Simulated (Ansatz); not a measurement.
C2H6F2Si can be A, `CC(F)(F)[SiH3]`, or B, `C[SiH](F)CF`.

Program: Ansatz. Geometries: PBE0-D4/def2-TZVP. ΔE: electronic, gas phase. CCSD(T)/CBS is the MP2 limit (def2-TZVPP, def2-QZVPP) plus CCSD(T) − MP2 in def2-TZVPP, frozen cores. Functionals use def2-TZVPP. B3LYP here is the variant with VWN-RPA as its local correlation; programs differ in this. Each species was taken in one conformer, which may not be the lowest.

Which is lower in electronic energy at CCSD(T)/CBS, and by how much? (Best estimate.)

Ansatz gave: B, by 220.8 kJ/mol.

Give E(B) − E(A) in kJ/mol with ωB97M-V, r2SCAN-D4, B3LYP, CCSD(T)/def2-TZVPP, HF/def2-TZVPP, B3LYP-D4, MP2/def2-TZVPP. (Best estimate.)

Computed: ωB97M-V -213.4, r2SCAN-D4 -210.9, B3LYP -214.5, CCSD(T)/def2-TZVPP -215.0, HF/def2-TZVPP -220.2, B3LYP-D4 -213.4, MP2/def2-TZVPP -226.4. None reverses the order clearly.

Largest T1 diagnostic: 0.012.

From PBE to PBE0 (25 % exact exchange), in def2-TZVPP and without D4, E(B) − E(A) moves by −7.7 kJ/mol.
